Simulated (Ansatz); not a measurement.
`C[N](C)[Au]` + `O[Si]Br` → `[Br][Au]` + `CN(C)[Si]O` at 700 K and 1 bar (redistribution).

Gas-phase electronic energies from Ansatz, PBE0-D4/def2-TZVP geometries. CCSD(T)/CBS adds triple-zeta CCSD(T) − MP2 to the extrapolated MP2 energy (def2 sets, frozen cores). Elements past krypton have def2 core potentials. For Au, Br outer-core shells are correlated without core-valence functions, which leaves a few kJ/mol of doubt a bond. Scalar relativity is left out up to krypton. One conformer a species, not always the lowest.

```csv
species,CCSD(T)/CBS energy (Eh),H − E (kJ/mol),S (J/(mol·K))
`C[N](C)[Au]`,-269.89851,276.1,419.0
`O[Si]Br`,-2938.23569,79.1,346.3
`[Br][Au]`,-2708.86234,26.3,294.6
`CN(C)[Si]O`,-499.30678,333.5,464.9
```

H − E and S are ideal-gas, rigid-rotor, harmonic terms from PBE0-D4/def2-TZVP, for one conformer and one mirror image of each species. 1 Eh = 2625.50 kJ/mol, R = 8.31446 J/(mol·K).

Problem. By hand: ΔE, ΔH, ΔS and ΔG.

Solution. ΔE = (-2708.86234) + (-499.30678) − (-269.89851) − (-2938.23569) = -0.03492 Eh = -91.7 kJ/mol. Δ(H − E) = 26.3 + 333.5 − 276.1 − 79.1 = 4.6, so ΔH = -87.1 kJ/mol. ΔS = 294.6 + 464.9 − 419.0 − 346.3 = -5.8 J/(mol·K). ΔG = -87.1 − 700 × (-5.8)/1000 = -83.0 kJ/mol.

Problem. By hand: the equilibrium constant, and the temperature at which ΔG would vanish if ΔH and ΔS stayed fixed.

Solution. log₁₀ K = −ΔG/(RT ln 10) = 6.2. ΔG = 0 at ΔH/ΔS = 15017 K, far beyond where these terms or the molecules hold.

The number of gas molecules stays the same, so ΔS is small and ΔH decides. A doubt of 5 kJ/mol in ΔE shifts log₁₀ K by 0.4 here. Other conformers and mirror images would add mixing entropy, several J/(mol·K) or more a flexible species. Modes under 60 cm⁻¹, often nearly free rotors, make the harmonic entropy too high. These are equilibria of isolated gas molecules and say nothing of rates. Largest T1 diagnostic: 0.029 (customary marks: 0.02 for closed shells, 0.045 for open ones).
